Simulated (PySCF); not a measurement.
Sb (antimony, neutral) across methods

[Kr] 4d10 5s2 5p3, high-spin 4S determinant. Computed with PySCF 2.14 in aug-cc-pVQZ-PP with ECP28MDF (7s7p5d3f2g, 92 functions), with a scalar-relativistic core potential. The B2PLYP total includes its PT2 part (frozen core); its orbital energies are those of the SCF part.

```json
{"method": "UHF", "E (hartree)": "-239.27799", "mean ε 5s α (eV)": "-19.907", "mean ε 5s β (eV)": "-13.812", "mean ε 5p α (eV)": "-9.097", "Σ⟨r²⟩ (bohr²)": "59.30", "⟨S²⟩": "3.752"}
{"method": "LC-wPBE", "E (hartree)": "-240.2466", "mean ε 5s α (eV)": "-18.839", "mean ε 5s β (eV)": "-15.115", "mean ε 5p α (eV)": "-9.050", "Σ⟨r²⟩ (bohr²)": "58.19", "⟨S²⟩": "3.753"}
{"method": "r2SCAN", "E (hartree)": "-240.3112", "mean ε 5s α (eV)": "-14.188", "mean ε 5s β (eV)": "-11.609", "mean ε 5p α (eV)": "-5.828", "Σ⟨r²⟩ (bohr²)": "58.37", "⟨S²⟩": "3.752"}
{"method": "B2PLYP", "E (hartree)": "-239.9408", "mean ε 5s α (eV)": "-16.915", "mean ε 5s β (eV)": "-13.221", "mean ε 5p α (eV)": "-7.305", "Σ⟨r²⟩ (bohr²)": "58.97", "⟨S²⟩": "3.751"}
{"method": "PBE0", "E (hartree)": "-240.2236", "mean ε 5s α (eV)": "-15.301", "mean ε 5s β (eV)": "-12.497", "mean ε 5p α (eV)": "-6.521", "Σ⟨r²⟩ (bohr²)": "58.66", "⟨S²⟩": "3.751"}
{"method": "TPSSh", "E (hartree)": "-240.1334", "mean ε 5s α (eV)": "-14.377", "mean ε 5s β (eV)": "-11.804", "mean ε 5p α (eV)": "-5.967", "Σ⟨r²⟩ (bohr²)": "58.62", "⟨S²⟩": "3.751"}
{"method": "LDA", "E (hartree)": "-239.8390", "mean ε 5s α (eV)": "-13.681", "mean ε 5s β (eV)": "-12.100", "mean ε 5p α (eV)": "-5.521", "Σ⟨r²⟩ (bohr²)": "58.87", "⟨S²⟩": "3.751"}
```

Question: Estimate the same row for PBE.

Answer: E (hartree) = -240.2084; mean ε 5s α (eV) = -13.496; mean ε 5s β (eV) = -11.657; mean ε 5p α (eV) = -5.464; Σ⟨r²⟩ (bohr²) = 58.99; ⟨S²⟩ = 3.751.

Energies and moments cover only the electrons outside the core potential.
